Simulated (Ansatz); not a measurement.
Cl$_{2}$H$_{2}$NOSi (`N[Si]([O])(Cl)Cl`) radical, relaxed with UKS PBE0-D4/def2-TZVP in Ansatz 0.2.0 from a PBE-D4/def2-SVP geometry. The force threshold is 0.005 eV/Å; the program also tests the step.

Charge 0, multiplicity 2.

Start:

```xyz
7

N    -0.846    0.560    0.368
Si    0.526   -0.347   -0.260
O     1.119   -0.906    1.142
Cl   -0.200   -1.758   -1.577
Cl    1.720    0.970   -1.305
H    -0.673    1.434    0.877
H    -1.646    0.047    0.755
```

```tsv
step	energy (eV)	largest force (eV/Å)	largest move (Å)
1	-36482.8424	0.817	0.000
2	-36482.9128	0.557	0.042
3	-36482.9230	0.122	0.018
4	-36482.9241	0.059	0.007
5	-36482.9252	0.057	0.021
6	-36482.9255	0.035	0.016
7	-36482.9256	0.015	0.002
8	-36482.9256	0.003	0.001
```

End:

```xyz
7

N    -0.836    0.552    0.381
Si    0.484   -0.316   -0.264
O     1.139   -0.911    1.087
Cl   -0.184   -1.748   -1.535
Cl    1.714    0.944   -1.270
H    -0.677    1.423    0.866
H    -1.640    0.056    0.735
```

Hardware: 4 threads of a server CPU on a shared host. Wall time 40 s, peak host memory 0.68 GiB.
